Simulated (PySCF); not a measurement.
C6H7FO2Si.
Cartesian coordinates in Å at the GFN2-xTB level; atoms count from 1:
```
atom  x, y, z in Å
C1     2.7571   -1.9258    0.3677
C2     2.0013   -1.0191    0.1423
C3     1.1331    0.0493   -0.1298
C4     1.4230    1.3566   -0.1756
F5     2.6601    1.8367    0.0339
Si6   -0.1374    2.3357   -0.5861
O7    -0.9792    0.9426   -0.7847
C8    -0.3336   -0.2356   -0.3769
O9    -0.8762   -0.7269    0.8022
C10   -2.2120   -1.1716    0.6798
H11    3.4157   -2.7167    0.5694
H12   -0.1145    2.9994   -1.8808
H13   -0.6271    3.1256    0.5374
H14   -0.4647   -0.9689   -1.1956
H15   -2.2792   -2.0057   -0.0280
H16   -2.5102   -1.5028    1.6715
H17   -2.8632   -0.3605    0.3434
```

Definitions: NICS(0) = −σiso at the ring centroid; NICS(1) = −σiso and NICS(1)zz = −σzz at ±1 Å along the ring normal z. Level: GIAO PBE0/pcSseg-1 (PySCF, non-relativistic, gas phase) on the GFN2-xTB geometry, one conformer.

Ring bond lengths (Å), with Mayer bond orders in brackets: C3–C4 1.340 (1.68), C4–Si6 1.887 (0.87), Si6–O7 1.640 (0.97), O7–C8 1.404 (0.89), C8–C3 1.514 (1.04).

**Question.** What do the NICS probes read (ppm)?

**Answer.** 
| ring | type | NICS(0) | NICS(1), two faces | NICS(1)zz, two faces | rms pucker (Å) | centre to ring atoms, mean (Å) |
| --- | --- | --- | --- | --- | --- | --- |
| C3–C4–Si6–O7–C8 | 5-membered ring with O and Si; formal bonds 1 double, 4 single | -6.0 | -3.5 / -3.0 | -2.9 / -0.6 | 0.05 | 1.32 |

**Question.** What can be read from them?

**Answer.** 
- C3–C4–Si6–O7–C8: mean NICS(1)zz -1.7 ppm, near zero. Si6, C8 have four or more neighbours, so the value isn't read as a sign of a π ring current.

On Arm Neoverse N1, one thread, shared host, this took 90 s wall (with the writing of density and orbital grids) and 0.95 GiB of memory at its peak. This is the whole shielding run at PBE0/pcSseg-1, SCF included.
